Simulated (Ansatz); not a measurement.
Reaction (ligand exchange at the Se–Al bond): `C[Se][Al]([F])[F]` + `[SiH3][SeH]` → `C[Se][Se][SiH3]` + `[F][AlH][F]`

Computed with Ansatz on PBE0-D4/def2-TZVP structures; ΔE is electronic, products minus reactants. CCSD(T)/CBS is the MP2 limit (def2-TZVPP, def2-QZVPP) plus CCSD(T) − MP2 in def2-TZVPP, frozen cores. This one scheme is used for every species. DFT in def2-TZVPP. For Se outer-core shells are correlated without core-valence functions, which leaves a few kJ/mol of doubt a bond. Scalar relativity is left out up to krypton. One conformer a species, not always the lowest.

```tsv
level	ΔE (eV)
CAM-B3LYP-D4	0.92
CCSD/def2-SVP	1.07
CCSD(T)/def2-SVP	1.04
MP2/CBS(def2)	0.91
```

**Question.** What does CCSD(T)/CBS give? (Estimate.)

**Answer.** Ansatz gave: +0.94 eV. The listed levels differ from it by -0.02, 0.13, 0.10, -0.03 eV.

Largest T1 diagnostic among the species: 0.013.

Leaving LDA and LC-ωPBE aside and taking each functional with its dispersion term where it has one, the values, not all of them listed here, spread over 0.22 eV, from BLYP-D4 to r2SCAN0-D4. At CCSD(T), def2-SVP lies +0.11 eV from the extrapolated value and def2-TZVPP +0.02 eV. In def2-TZVPP, CCSD(T) changes the Hartree–Fock value by −0.09 eV (the triples alone add −0.03 eV) and MP2 by −0.12 eV.
